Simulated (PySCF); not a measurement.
A PySCF script (with the pyscf-properties extension) for the NMR shieldings of SMILES CCCCN[Si@@](C)(N)O, C5H16N2OSi, on a GFN2-xTB geometry:

```python
import basis_set_exchange as bse
import numpy as np
from pyscf import gto, dft
from pyscf.prop import nmr

atoms = """
C     3.702743    0.083517   -0.779436
C     2.752052   -0.139385    0.390736
C     1.352227    0.387606    0.090332
C     0.374133    0.125409    1.237426
N    -0.967485    0.588972    0.961002
Si   -2.075546   -0.326621    0.000697
C    -3.692683    0.671906    0.010796
N    -1.499139   -0.747204   -1.579522
O    -2.240176   -1.813463    0.661630
H     3.338475   -0.430046   -1.666316
H     3.784191    1.144120   -1.008091
H     4.695432   -0.295114   -0.545795
H     3.145655    0.360355    1.279432
H     2.692225   -1.207306    0.611011
H     1.399909    1.463257   -0.100327
H     0.955814   -0.095039   -0.803956
H     0.316387   -0.949071    1.419614
H     0.736504    0.611378    2.151743
H    -0.984327    1.590930    0.846686
H    -3.959022    1.008621    1.006851
H    -4.511803    0.066377   -0.362820
H    -3.623530    1.549952   -0.622638
H    -1.724217   -1.671577   -1.910316
H    -1.607056   -0.079693   -2.325533
H    -2.371697   -1.873735    1.603314
"""
names = dict.fromkeys(["C", "N", "Si", "O", "H"], "pcSseg-1")
basis = {el: gto.basis.parse(bse.get_basis(n, elements=[el], fmt="nwchem")) for el, n in names.items()}
mol = gto.M(atom=atoms, basis=basis, charge=0, verbose=0)
mf = dft.RKS(mol, xc="PBE0")
mf.grids.level = 2
mf.grids.alignment = dft.numint.BLKSIZE   # the property module wants whole blocks of grid points
mf.conv_tol = 1e-9
mf.kernel()

calc = nmr.RKS(mf)   # GIAO
C = mf.mo_coeff
Co = C[:, mf.mo_occ > 0]
resp = mf.gen_response(singlet=True, hermi=2)
def vind(x):   # induced exchange potential for any number of trial vectors
    d = np.einsum("pi,xij,qj->xpq", C, 2 * x.reshape(-1, C.shape[1], Co.shape[1]), Co, optimize=True)
    return np.einsum("xpq,pi,qj->xij", resp(d - d.transpose(0, 2, 1)), C, Co, optimize=True).ravel()
mo1, _ = nmr.rhf.solve_mo1(calc, with_cphf=vind)
sigma = calc.kernel(mo1)
for i, s in enumerate(sigma):   # ppm
    w = np.linalg.eigvalsh((s + s.T) / 2)
    print("%2d %-2s iso %8.1f  s11 %8.1f  s22 %8.1f  s33 %8.1f" % (i, mol.atom_pure_symbol(i), w.mean(), *w))
```

Task: What are the results?

Result: 
```
 0 C  iso    169.7  s11    158.3  s22    163.1  s33    187.7
 1 C  iso    162.1  s11    152.9  s22    160.4  s33    172.9
 2 C  iso    143.2  s11    115.0  s22    140.6  s33    174.1
 3 C  iso    140.0  s11    109.2  s22    143.1  s33    167.6
 4 N  iso    205.5  s11    182.2  s22    197.4  s33    236.7
 5 Si iso    371.7  s11    347.2  s22    366.1  s33    401.6
 6 C  iso    186.4  s11    177.6  s22    183.9  s33    197.9
 7 N  iso    239.1  s11    208.7  s22    244.5  s33    264.0
 8 O  iso    297.8  s11    263.5  s22    292.5  s33    337.5
 9 H  iso     30.7  s11     26.3  s22     29.6  s33     36.1
10 H  iso     30.8  s11     26.7  s22     29.1  s33     36.7
11 H  iso     30.5  s11     25.7  s22     27.5  s33     38.2
12 H  iso     30.6  s11     25.6  s22     30.4  s33     35.8
13 H  iso     30.6  s11     25.6  s22     30.9  s33     35.2
14 H  iso     30.7  s11     26.9  s22     32.1  s33     33.1
15 H  iso     29.0  s11     22.8  s22     29.3  s33     34.9
16 H  iso     28.7  s11     23.5  s22     30.5  s33     32.1
17 H  iso     28.9  s11     22.4  s22     29.9  s33     34.4
18 H  iso     31.3  s11     23.9  s22     31.7  s33     38.4
19 H  iso     31.8  s11     27.0  s22     29.8  s33     38.5
20 H  iso     31.8  s11     27.6  s22     28.9  s33     38.9
21 H  iso     32.0  s11     28.0  s22     30.0  s33     38.0
22 H  iso     30.9  s11     24.1  s22     26.9  s33     41.6
23 H  iso     31.8  s11     26.1  s22     27.3  s33     42.1
24 H  iso     30.7  s11     22.9  s22     24.6  s33     44.4
```

These numbers come from an equivalent density-fitted implementation of the same equations, which agrees with the script to about 0.01 ppm for H and up to a few tenths of a ppm for heavy atoms, so last digits may differ.

Task: Turn these shieldings into chemical shifts. Shifts are taken against calculated references (same method and geometry level): TMS for $^{13}$C (σref 186.93), $^{29}$Si (σref 349.16), $^{1}$H (σref 31.72); NH3 for $^{15}$N (σref 267.73); $^{17}$O (σref 336.08) vs H2O.

Result: Averaging equivalent atoms: C 3: 46.9; C 2: 43.7; C 1: 24.8; C 0: 17.3; C 6: 0.5; N 4: 62.3; N 7: 28.7; Si 5: -22.5; O 8: 38.2; H 16: 3.01; H 17: 2.81; H 15: 2.70; H 13: 1.15; H 12: 1.13; H 24: 1.07; H 9/10/11: 1.04; H 14: 0.98; H 18: 0.39; H 22/23: 0.36; H 19/20/21: -0.13 ppm. Experimental scales use liquid or dissolved standards, which lie at an offset from isolated NH3 (liquid NH3: subtract about 20 ppm) and H2O (liquid H2O: subtract about 36 ppm).

Size and cost of the density-fitted run: 240 basis functions, 2.5 min wall time on 1 thread of an Intel Xeon, shared host; peak memory 1.1 GiB.
